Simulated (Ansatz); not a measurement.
Re (SMILES [Re]), sextet (core potentials on Re); R2SCAN/def2-SV(P) run with Ansatz (a first-principles code).

The Ansatz input:
Ansatz 0.2 input:
```yaml
crystal:
  periodic: [false, false, false]
  atoms:
    - {symbol: Re, position_ang: [0.00000000, 0.00000000, 0.00000000]}
basis:
  gaussian:
    orbitals: def2-SV_P_.json
hamiltonian:
  xc: r2scan
magnetization: {spin_polarized: true, initial_magnetization: 5}
```
The basis file holds def2-SV(P) in the JSON format of the Basis Set Exchange.

The log (banner, timings and long lists left out):

```
Functional definition: r2SCAN
284 factors; their error is unknown
mean field evaluation 1: about -2125.5839 eV, gradient 1.4e1 eV
mean field evaluation 2: about -2124.5393 eV, gradient 2.5e1 eV
mean field evaluation 4: about -2128.1945 eV, gradient 1.9e0 eV
mean field evaluation 8: about -2128.2186 eV, gradient 3.1e-2 eV
mean field evaluation 16: about -2128.2187 eV, gradient 7.5e-5 eV
mean field evaluation 32: about -2127.5577 eV, gradient 4.8e0 eV
mean field -2128.21866266 eV, -78.2105932942 hartree, gradient 1.5e-5 eV, S^2 8.791241; 4 other end points of the search recorded, 0 dependent functions left out
reference -2128.21867882 eV, -78.2105938883 hartree; 10, 5 occupied and 15, 20 virtual orbitals, 284 factors
Total energy: -2128.21867882 eV, -78.2105938883 hartree
```
